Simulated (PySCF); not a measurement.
C4H6F2, SMILES [C@H]1(F)CC[C@@H]1F. Coordinates come from a PBE0-D3(BJ)/def2-SVP optimisation. The structure was generated by enumeration; whether it is a known compound was not checked.

The numbers are results of PBE0-D3(BJ)/def2-SVP (PySCF), not measurements.

Harmonic wavenumbers (cm⁻¹): 162, 275, 342, 440, 530, 603, 803, 827, 940, 957, 1055, 1115, 1141, 1156, 1201, 1204, 1234, 1247, 1273, 1290, 1384, 1432, 1452, 1492, 3084, 3092, 3103, 3104, 3173, 3180. Rotational constants (GHz): 4.896, 3.451, 2.218; symmetry number 2.

Task: Work out the zero-point energy and the ideal-gas rigid-rotor harmonic-oscillator thermochemistry at 298.15 K and 1 atm.

Result: ZPE = ½ Σ hcν = ½ × 42289 cm⁻¹ = 60.46 kcal/mol. H − E(el) = 64.41 kcal/mol. Entropy in cal/(mol K): translation 39.47, rotation 25.18, vibration 8.29, total 72.93. G − E(el) = 42.66 kcal/mol. Cp = 21.40 cal/(mol K).
